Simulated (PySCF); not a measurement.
Computed shifts of a molecule C₅H₇F, PySCF with PBE/pcSseg-1, GIAO, gas phase, equivalent atoms averaged, in ppm (number of nuclei): ¹³C: 145.1 (1), 121.3 (1), 79.3 (1), 29.4 (1), 19.3 (1). ¹⁹F: -267.1 (1). ¹H: 6.02 (1), 5.69 (2), 4.82 (1), 1.55 (1), 1.25 (1), 1.01 (1). References: ¹³C against TMS (σ = 182.0 ppm); ¹⁹F against CFCl3 (σ = 133.6 ppm); ¹H against TMS (σ = 31.49 ppm), references at their B3LYP-D3(BJ)/def2-TZVP geometries, non-relativistic. Coordinates come from a PBE0-D3(BJ)/def2-SVP optimisation. Other conformers were not sampled.

Which molecule gave these data?
(A) C=C[C@@H]1C[C@@H]1F
(B) CC1=C(F)CC1
(C) F/C=C\C1CC1
(D) C/C=C/C=C\F

A, C=C[C@@H]1C[C@@H]1F
